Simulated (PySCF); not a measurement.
**B2H2S2O2**

B2H2S2O2 is a small molecule, neutral, singlet. The structure, one conformer, was relaxed in the gas phase by PBE0-D3(BJ)/def2-SVP. No frequency run checks that it is a minimum.

SMILES: OB1SB(O)S1

Coordinates in Å:
```
O1     -2.305   -0.602    0.494
B2     -1.040   -0.275    0.192
S3      0.140    0.507    1.366
B4      1.061    0.296   -0.211
O5      2.327    0.620   -0.512
S6     -0.119   -0.484   -1.385
H7     -2.787   -1.006   -0.236
H8      2.810    1.024    0.217
```

Shieldings: GIAO PBE0/pcSseg-2. Shifts are against computed references at the same level: H TMS (σ 31.24 ppm). Core levels by delta-SCF with SCAN, pcX-2 on the ionised atom and pcseg-1 elsewhere, spin-free X2C (2p3/2 is the spin-free 2p value less a third of a first-order spin-orbit splitting); from the vacuum level, for chosen atoms.

(1) Give the shieldings and core levels atom by atom.

(2) By CAM-B3LYP/def2-SVPD (TDDFT singlets, Tamm-Dancoff triplets, ionisation by delta-SCF), where does absorption start, and what does vertical ionisation take?

Results:

(1) 
```json
{"atoms": "O1 O5", "bonded to": "1 B + 1 H", "σ (ppm)": "161.6", "δ (ppm)": "-", "core level (eV)": "1s 539.72"}
{"atoms": "B2 B4", "bonded to": "1 O + 2 S", "σ (ppm)": "55.2", "δ (ppm)": "-", "core level (eV)": "1s 197.78"}
{"atoms": "S3 S6", "bonded to": "2 B", "σ (ppm)": "510.1", "δ (ppm)": "-", "core level (eV)": "2p3/2 169.10"}
{"atoms": "H7 H8", "bonded to": "1 O", "σ (ppm)": "25.91", "δ (ppm)": "5.34", "core level (eV)": "-"}
```

Values are those of this one static structure; atoms that internal rotation interchanges would show their mean in an NMR spectrum.

The core-hole state of B4 is spin-contaminated (⟨S²⟩ 0.80 against 0.75 for a pure doublet), so that value and differences from it are less sure.

(2) The first singlet with intensity lies at 6.72 eV (f 0.216); what lies below it is dark. The lowest singlet lies at 5.63 eV (f 0.000), the strongest of the first 6 at 6.72 eV (f 0.216), the lowest triplet at 5.38 eV; vertical ionisation takes 9.52 eV.

The 3 runs behind this took 74 s in all, one thread each of Arm Neoverse V1 on a shared host, launched as `OMP_NUM_THREADS=1 python cluster_run.py task.json out`.
